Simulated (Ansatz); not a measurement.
`[F][Ge]([F])([F])[Br]` + HCl → `[F][Ge]([F])([F])[Cl]` + HBr at 298.15 K and 1 bar (ligand exchange at a Ge–Br bond).

Calculated with Ansatz (gas phase, PBE0-D4/def2-TZVP geometries, no zero-point term in ΔE). CBS: MP2 limit from def2 TZ/QZ plus the TZ coupled-cluster correction, frozen cores. This one scheme is used for every species. For Br, Ge outer-core shells are correlated without core-valence functions, which leaves a few kJ/mol of doubt a bond. Scalar relativity is left out up to krypton.

```csv
species,CCSD(T)/CBS energy (Eh),H − E (kJ/mol),S (J/(mol·K))
`[F][Ge]([F])([F])[Br]`,-4948.96178,40.8,338.1
HCl,-460.38127,26.6,186.8
`[F][Ge]([F])([F])[Cl]`,-2835.42086,41.4,326.2
HBr,-2573.91920,24.6,198.6
```

H − E and S are ideal-gas, rigid-rotor, harmonic terms from PBE0-D4/def2-TZVP. 1 Eh = 2625.50 kJ/mol, R = 8.31446 J/(mol·K).

Task: By hand: ΔE, ΔH, ΔS and ΔG.

Result: ΔE = (-2835.42086) + (-2573.91920) − (-4948.96178) − (-460.38127) = 0.00299 Eh = 7.9 kJ/mol. Δ(H − E) = 41.4 + 24.6 − 40.8 − 26.6 = -1.4, so ΔH = 6.5 kJ/mol. ΔS = 326.2 + 198.6 − 338.1 − 186.8 = -0.1 J/(mol·K). ΔG = 6.5 − 298.15 × (-0.1)/1000 = 6.5 kJ/mol.

Task: By hand: the equilibrium constant, and the temperature at which ΔG would vanish if ΔH and ΔS stayed fixed.

Result: log₁₀ K = −ΔG/(RT ln 10) = -1.1. ΔH and −TΔS have one sign here, so there is no such temperature.

The number of gas molecules stays the same, so ΔS is small and ΔH decides. A doubt of 5 kJ/mol in ΔE shifts log₁₀ K by 0.9 here. These are equilibria of isolated gas molecules and say nothing of rates. Largest T1 diagnostic: 0.012 (customary marks: 0.02 for closed shells, 0.045 for open ones).

ΔS is within the doubt of such terms, so its sign, and with it that verdict, could turn.
